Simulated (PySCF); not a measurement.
BrSi, SMILES [Si]Br (connectivity only; charge and spin as stated), neutral, multiplicity 2.

The structure is a stationary point at PBE0-D3(BJ)/def2-TZVP.

Method: PySCF with PBE/def2-TZVPD.

Gas-phase values at a fixed geometry.

Estimate the frontier levels, dipole moment. (An estimate is asked for; the answer gives what the named calculation found.)


```json
{
  "α spin, highest occupied and lowest empty level": "-4.20 and -3.98 eV",
  "β spin, highest occupied and lowest empty level": "-7.51 and -3.68 eV",
  "dipole_moment": "0.120 e·Å",
  "⟨S²⟩": "0.755 (pure state 0.75)"
}
```
